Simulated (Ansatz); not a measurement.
Geometry optimisation, UKS B3LYP-D4/def2-SVP in Ansatz.

input.yaml

```yaml
crystal:
  periodic: [false, false, false]
  atoms:
    - { symbol: Si, position_ang: [-0.068185, -0.242185, 0.04823] }
    - { symbol: Cl, position_ang: [0.124641, -1.229329, 1.915763] }
    - { symbol: O, position_ang: [1.44312, -0.085146, -0.559523] }
    - { symbol: H, position_ang: [2.126637, -0.673244, -0.217793] }
    - { symbol: O, position_ang: [-0.671957, 1.26874, 0.177975] }
    - { symbol: H, position_ang: [-1.63293, 1.350614, 0.22234] }
    - { symbol: O, position_ang: [-1.106604, -1.161755, -0.842242] }
    - { symbol: H, position_ang: [-1.220874, -2.08796, -0.593407] }
    - { symbol: Cl, position_ang: [-0.086647, 1.211764, 4.025458] }
magnetization:
  spin_polarized: true
  initial_magnetization: 1
basis:
  gaussian: { orbitals: def2-SVP }
hamiltonian:
  xc: b3lyp
  dispersion: d4
relax:
  f_tol: 0.03
  max_steps: 50
```

Command:

```bash
$ ansatz run input.yaml --threads 4 --pin off --max-ram 5120MiB --backend cpu --events-out ev --progress --plain --runs-dir out
```

Where does it end, and by what steps?

The forces met the threshold. After 16 steps the energy has fallen by 0.363 eV; Cl9 moved furthest, 1.56 Å.

```csv
step,energy less start (eV),largest force component (eV/Å),accepted
0,0.0000,0.283,yes
1,-0.0142,0.185,yes
2,-0.0660,0.258,yes
3,-0.0697,0.278,yes
4,-0.0825,0.151,yes
5,-0.0863,0.100,yes
6,-0.0925,0.677,yes
7,-0.1209,0.423,yes
8,-0.1411,1.033,yes
9,-0.2143,0.304,yes
10,-0.2683,0.530,yes
11,-0.3128,0.672,yes
12,-0.3395,0.433,yes
13,-0.3596,0.228,yes
14,-0.3596,0.183,yes
15,-0.3625,0.054,yes
16,-0.3628,0.014,yes
```

```xyz
9
Properties=species:S:1:pos:R:3
Si -0.015 -0.323 0.142
Cl 0.439 -0.956 2.130
O 1.284 -0.691 -0.787
H 2.076 -0.149 -0.695
O -0.299 1.277 0.211
H -0.744 1.582 1.022
O -1.308 -1.175 -0.375
H -1.183 -2.097 -0.632
Cl -1.344 0.883 3.162
```

Whether the end is a true minimum wasn't checked by a vibrational analysis.

Run time: 73 s on 4 threads of Arm Neoverse V2, with other jobs on the host, peak memory 0.45 GiB.
